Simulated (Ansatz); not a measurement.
A nudged elastic band was laid between two geometries of CH6OSi2 (10 atoms, charge 0, multiplicity 1).

Computed with RKS r2SCAN-D4/STO-3G in Ansatz 0.2.0.

```json
{
 "movable images": "7",
 "climbing image": "yes",
 "spring": "5.0 eV/Å²",
 "optimiser": "quadratic models (default)",
 "start path": "through a guess of the saddle point",
 "force threshold": "0.05 eV/Å",
 "iteration limit": "60",
 "end points": "relaxed"
}
```

First end point:

```xyz
10
Properties=species:S:1:pos:R:3
C -0.806 0.565 -0.142
Si -0.402 -1.269 0.049
O 1.294 -0.905 0.222
Si 1.053 0.814 0.062
H -1.215 0.857 -1.113
H -1.428 0.994 0.648
H -0.958 -1.926 1.221
H -0.682 -2.109 -1.105
H 1.472 1.553 1.244
H 1.753 1.376 -1.083
```

Last end point:

```xyz
10
Properties=species:S:1:pos:R:3
C -0.898 0.750 -0.072
Si -0.275 -0.984 -0.068
O 1.420 -0.415 -0.101
Si 0.927 1.506 0.062
H -1.423 1.005 -0.999
H -1.562 0.977 0.767
H -0.376 -1.771 1.145
H -0.441 -1.844 -1.230
H 0.933 1.285 1.538
H 1.778 -0.561 -1.038
```

Question: What changes between the two ends?

Answer: Bonds broken: Si4–H10. Bonds formed: O3–H10.

Question: What energy profile does the band end with?

Answer: The forces met the threshold. The highest image is number 5 of 0 to 8, 3.10 eV above the first end and 1.22 eV above the last; the last end lies 1.88 eV above the first. Neighbouring images differ by up to 1.5 eV, so the band resolves the path poorly. A vibrational analysis at the climbing image gives one clearly imaginary mode, 1263i cm⁻¹: a first-order saddle point. The orbitals stay closed-shell, which can raise the energy where a bond breaks towards radicals; this wasn't checked here. Limits of this set-up: minimal basis.

```tsv
image	path coordinate (Å)	energy (eV)	Si4–H10 (Å)	O3–H10 (Å)
0	0.00	0.00	1.45	2.67
1	0.43	0.01	1.46	2.66
2	0.86	0.07	1.45	2.59
3	1.28	0.62	1.45	2.28
4	1.71	2.14	1.45	1.85
5	2.14	3.10	1.56	1.39
6	2.68	2.33	2.02	1.04
7	3.22	1.89	2.48	1.01
8	3.75	1.88	2.49	1.01
```

Question: What is the geometry of the highest image?

Answer: 
```xyz
10
Properties=species:S:1:pos:R:3
C -0.859 0.644 -0.067
Si -0.297 -1.144 -0.051
O 1.379 -0.662 0.266
Si 0.972 1.199 -0.085
H -1.456 0.934 -0.937
H -1.400 0.939 0.836
H -0.761 -2.017 1.015
H -0.450 -1.840 -1.318
H 1.254 1.825 1.216
H 1.702 0.072 -0.871
```

The band took 12 iterations and of the order of 5 core-minutes.

Time of the run: 4.9 min on 1 thread of Arm Neoverse V1, with other jobs on the host, peak memory 0.12 GiB.
